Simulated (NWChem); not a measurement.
Program: NWChem. System: ditellurium (Te$_{2}$), charge 0, spin multiplicity 3, at a geometry optimised with UPBE0/def2-SVP with def2 effective core potentials on Te. Its SCF solution wasn't tested for a lower state. Level: UPBE0/def2-SVP with def2 effective core potentials on Te.

Input file:

```
start mol
memory heap 200 mb stack 900 mb global 1100 mb
geometry units angstroms nocenter noautoz
  Te     0.000000     0.000000     1.281805
  Te     0.000000     0.000000    -1.281805
  symmetry group D2h
end
basis spherical
  * library def2-svp
end
ecp
  Te library def2-ecp
end
dft
  xc pbe0
  odft
  mult 3
  semidirect memsize 60000000 filesize 0
  iterations 100
end
task dft energy
```

Output (cleaned and shortened):

```
             Northwest Computational Chemistry Package (NWChem) 7.3.0
             --------------------------------------------------------

                                NWChem Input Module
                                -------------------

 Scaling coordinates for geometry "geometry" by  1.889725989
 (inverse scale =  0.529177249)

 Turning off AUTOSYM since
 SYMMETRY directive was detected!

                             Geometry "geometry" -> ""
                             -------------------------

 Output coordinates in angstroms (scale by  1.889725989 to convert to a.u.)

  No.       Tag          Charge          X              Y              Z
 ---- ---------------- ---------- -------------- -------------- --------------
    1 Te                  52.0000     0.00000000     0.00000000     1.28180500
    2 Te                  52.0000     0.00000000     0.00000000    -1.28180500

 Effective nuclear repulsion energy (a.u.)     558.1563815460

            Nuclear Dipole moment (a.u.)
            ----------------------------
        X                 Y               Z
 ---------------- ---------------- ----------------
     0.0000000000     0.0000000000     0.0000000000

      Symmetry information
      --------------------

 Group name             D2h
 Group number             26
 Group order               8
 No. of unique centers     1

      Symmetry unique atoms

     1


 Summary of "ao basis" -> "" (spherical)
 ------------------------------------------------------------------------------
       Tag                 Description            Shells   Functions and Types
 ---------------- ------------------------------  ------  ---------------------
 *                          def2-svp                  on all atoms

                                 NWChem DFT Module
                                 -----------------

 Summary of "ao basis" -> "ao basis" (spherical)
 ------------------------------------------------------------------------------
       Tag                 Description            Shells   Functions and Types
 ---------------- ------------------------------  ------  ---------------------
 Te                         def2-svp                10       26   4s4p2d

 Summary of "ao basis" -> "ao basis" (spherical)
 ------------------------------------------------------------------------------
       Tag                 Description            Shells   Functions and Types
 ---------------- ------------------------------  ------  ---------------------
 Te                         def2-svp                10       26   4s4p2d

      Symmetry analysis of basis
      --------------------------

        ag         12
        au          2
        b1g         2
        b1u        12
        b2g         6
        b2u         6
        b3g         6
        b3u         6

            General Information
            -------------------
          SCF calculation type: DFT
          Wavefunction type:  spin polarized.
          No. of atoms     :     2
          No. of electrons :    48
           Alpha electrons :    25
            Beta electrons :    23
          Charge           :     0
          Spin multiplicity:     3
          Use of symmetry is: on ; symmetry adaption is: on
          Maximum number of iterations: 100
          AO basis - number of functions:    52
                     number of shells:    20
          Convergence on energy requested:  1.00D-06
          Convergence on density requested:  1.00D-05
          Convergence on gradient requested:  5.00D-04
[...]
  ----- ------------  ---------------      ----- ------------  ---------------
    13      0.442960  1 Te pz                39     -0.442960  2 Te pz
    16      0.271642  1 Te pz                42     -0.271642  2 Te pz
     3      0.182455  1 Te s                 29      0.182455  2 Te s
    10     -0.172635  1 Te pz                36      0.172635  2 Te pz
     4      0.158142  1 Te s                 30      0.158142  2 Te s

 Vector   22  Occ=1.000000D+00  E=-2.670241D-01  Symmetry=b2u
              MO Center=  7.1D-19, -4.8D-17, -1.4D-16, r^2= 3.5D+00
   Bfn.  Coefficient  Atom+Function         Bfn.  Coefficient  Atom+Function
  ----- ------------  ---------------      ----- ------------  ---------------
    12      0.395261  1 Te py                38      0.395261  2 Te py
    15      0.345968  1 Te py                41      0.345968  2 Te py
     9     -0.158163  1 Te py                35     -0.158163  2 Te py
     6     -0.123881  1 Te py                32     -0.123881  2 Te py
    23     -0.062449  1 Te d -1              49      0.062449  2 Te d -1

 Vector   23  Occ=1.000000D+00  E=-2.670241D-01  Symmetry=b3u
              MO Center= -4.7D-17,  4.9D-19, -1.1D-16, r^2= 3.5D+00
   Bfn.  Coefficient  Atom+Function         Bfn.  Coefficient  Atom+Function
  ----- ------------  ---------------      ----- ------------  ---------------
    11      0.395261  1 Te px                37      0.395261  2 Te px
    14      0.345968  1 Te px                40      0.345968  2 Te px
     8     -0.158163  1 Te px                34     -0.158163  2 Te px
     5     -0.123881  1 Te px                31     -0.123881  2 Te px
    25      0.062449  1 Te d  1              51     -0.062449  2 Te d  1

 Vector   24  Occ=0.000000D+00  E=-1.356780D-01  Symmetry=b2g
              MO Center=  3.0D-17,  5.9D-19,  5.6D-16, r^2= 4.4D+00
   Bfn.  Coefficient  Atom+Function         Bfn.  Coefficient  Atom+Function
  ----- ------------  ---------------      ----- ------------  ---------------
    14      0.475773  1 Te px                40     -0.475773  2 Te px
    11      0.428621  1 Te px                37     -0.428621  2 Te px
     8     -0.170187  1 Te px                34      0.170187  2 Te px
     5     -0.132276  1 Te px                31      0.132276  2 Te px
    25     -0.026231  1 Te d  1              51     -0.026231  2 Te d  1

 Vector   25  Occ=0.000000D+00  E=-1.356780D-01  Symmetry=b3g
              MO Center= -5.9D-19, -3.7D-17,  3.9D-16, r^2= 4.4D+00
   Bfn.  Coefficient  Atom+Function         Bfn.  Coefficient  Atom+Function
  ----- ------------  ---------------      ----- ------------  ---------------
    15      0.475773  1 Te py                41     -0.475773  2 Te py
    12      0.428621  1 Te py                38     -0.428621  2 Te py
     9     -0.170187  1 Te py                35      0.170187  2 Te py
     6     -0.132276  1 Te py                32      0.132276  2 Te py
    23      0.026231  1 Te d -1              49      0.026231  2 Te d -1

 Vector   26  Occ=0.000000D+00  E=-4.453183D-02  Symmetry=b1u
              MO Center= -2.3D-17,  2.9D-17, -1.0D-15, r^2= 5.4D+00
   Bfn.  Coefficient  Atom+Function         Bfn.  Coefficient  Atom+Function
  ----- ------------  ---------------      ----- ------------  ---------------
    16      0.826586  1 Te pz                42      0.826586  2 Te pz
     4     -0.402588  1 Te s                 30      0.402588  2 Te s
    13      0.393823  1 Te pz                39      0.393823  2 Te pz
     3     -0.264153  1 Te s                 29      0.264153  2 Te s
    10     -0.158504  1 Te pz                36     -0.158504  2 Te pz

   alpha - beta orbital overlaps
   -----------------------------

   alpha      1      2      3      4      5      6      7      8      9     10
    beta      1      2      3      4      5      6      7      8      9     10
 overlap   1.000  1.000  1.000  1.000  1.000  1.000  1.000  1.000  1.000  1.000

   alpha     11     12     13     14     15     16     17     18     19     20
    beta     11     13     14     12     15     16     17     18     19     20
 overlap   1.000  1.000  1.000  1.000  1.000  1.000  1.000  1.000  0.999  1.000

   alpha     21     22     23     24     25     26     27     28     29     30
    beta     21     23     22     24     25     26     27     30     29     28
 overlap   0.999  0.999  0.999  1.000  1.000  1.000  1.000  0.999  0.999  1.000

   alpha     31     32     33     34     35     36     37     38     39     40
    beta     31     32     33     34     35     37     36     39     40     38
 overlap   0.998  1.000  1.000  0.999  0.999  1.000  1.000  1.000  1.000  0.998

   alpha     41     42     43     44     45     46     47     48     49     50
    beta     41     43     42     44     45     46     47     49     48     50
 overlap   1.000  1.000  1.000  1.000  1.000  1.000  1.000  1.000  1.000  1.000

   alpha     51     52
    beta     51     52
 overlap   1.000  1.000

     --------------------------
     Expectation value of S2:
     --------------------------
      <S2> =      2.0057 (Exact =     2.0000)

 center of mass
 --------------
 x =   0.00000000 y =   0.00000000 z =   0.00000000

 moments of inertia (a.u.)
 ------------------
        1524.414743581762           0.000000000000           0.000000000000
           0.000000000000        1524.414743581762           0.000000000000
           0.000000000000           0.000000000000           0.000000000000

     Multipole analysis of the density
     ---------------------------------

     L   x y z        total         alpha         beta         nuclear
     -   - - -        -----         -----         ----         -------
     0   0 0 0     -0.000000    -25.000000    -23.000000     48.000000

     1   1 0 0     -0.000000     -0.000000     -0.000000      0.000000
     1   0 1 0     -0.000000     -0.000000     -0.000000      0.000000
     1   0 0 1     -0.000000     -0.000000      0.000000      0.000000

     2   2 0 0    -39.842095    -22.990600    -16.851494      0.000000
     2   1 1 0      0.000000      0.000000     -0.000000      0.000000
     2   1 0 1      0.000000      0.000000      0.000000      0.000000
     2   0 2 0    -39.842095    -22.990600    -16.851494      0.000000
     2   0 1 1      0.000000      0.000000      0.000000      0.000000
     2   0 0 2    -35.835819   -167.954811   -149.513548    281.632540

 Task  times  cpu:        0.6s     wall:        0.6s

 Total times  cpu:        0.6s     wall:        0.6s
```
